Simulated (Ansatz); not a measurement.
Consider the atomization: `[NH2][InH][Cl]` → Cl• + 3 H• + In• + N•.

Computed with Ansatz on PBE0-D4/def2-TZVP structures; ΔE is electronic, products minus reactants. CCSD(T)/CBS is the MP2 limit (def2-TZVPP, def2-QZVPP) plus CCSD(T) − MP2 in def2-TZVPP, frozen cores. This one scheme is used for every species, atoms too. Functionals use def2-TZVPP. B3LYP here is the variant with VWN-RPA as its local correlation; programs differ in this. HSE06 is defined as in plane-wave codes. Open shells (•) are unrestricted, without spin–orbit coupling. Spin–orbit coupling would lower the free atoms: a little for Cl; strongly for In. Elements past krypton have def2 core potentials. Bonds to In are less sure, by a few kJ/mol each and by 10 to 20 or more in all where they break to atoms, as the def2 sets lack core-valence functions. Each species was taken in one conformer, which may not be the lowest.

Q: What is ΔE at CCSD(T)/CBS? (Estimate.)

A: Ansatz gave: +1634.6 kJ/mol.

Q: What do these levels give: PBE-D4, revPBE-D4, CAM-B3LYP-D4, BLYP, PBE0, B3LYP, HSE06, BHLYP, MP2/def2-SVP, MP2/def2-TZVPP, CCSD/def2-TZVPP, SCS-MP2/def2-QZVPP? (Estimate.)

A: Computed: PBE-D4 1635.6, revPBE-D4 1584.3, CAM-B3LYP-D4 1621.3, BLYP 1578.5, PBE0 1595.1, B3LYP 1586.6, HSE06 1596.5, BHLYP 1541.2, MP2/def2-SVP 1488.6, MP2/def2-TZVPP 1584.6, CCSD/def2-TZVPP 1541.5, SCS-MP2/def2-QZVPP 1627.6 kJ/mol.

Largest T1 diagnostic among the species: 0.015.

From PBE to PBE0 (25 % exact exchange), in def2-TZVPP and without D4, ΔE moves by −30.1 kJ/mol: exact exchange takes away binding that semilocal exchange gives to molecules. At CCSD(T), def2-SVP lies −164.7 kJ/mol from the extrapolated value and def2-TZVPP −62.6 kJ/mol: correlation converges slowly with the basis, and small sets miss more of it in the bonded molecule than in its fragments.

For atomizations the MP2-based limit and the directly extrapolated one differ by several kJ/mol either way, and by 10 to 25 for some Ge, Se and Sn compounds, so smaller differences from it don't rank the levels.
